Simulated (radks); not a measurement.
The numbers below are computed, except where a source is named.
Q: Neutral sulfur, configuration [Ne] 3s0.5 3p5.5 (fractional occupations, a model configuration). Code: a radial shooting solver on a logarithmic mesh with Libxc functionals. Model: non-relativistic Kohn-Sham, PBEsol, spin-polarised, spherical densities, point nucleus; open shells are filled with parallel spins first. Some entries of the table are withheld. Estimate them.

orbital  occ.  eigenvalue (eV)  <r^2> (bohr^2)  <1/r> (bohr^-1)
1s up       1        -2395.572         0.01275            15.54
1s down     1        -2395.381         0.01275            15.54
2s up       1        -212.1235          0.2760            3.042
2s down     1        -211.9177          0.2758            3.042
2p up       3        -158.4535          0.2458            2.951
2p down     3        -158.2136          0.2454            2.951
3s up     0.5              (1)           3.256           0.8226
3s down     0              (2)           3.335           0.8148
3p up       3          -8.2201             (3)              (4)
3p down   2.5          -7.3068             (5)              (6)

A: 
(1) 3s up eigenvalue (eV): -18.5714
(2) 3s down eigenvalue (eV): -17.4721
(3) 3p up <r^2> (bohr^2): 4.768
(4) 3p up <1/r> (bohr^-1): 0.6833
(5) 3p down <r^2> (bohr^2): 5.056
(6) 3p down <1/r> (bohr^-1): 0.6675
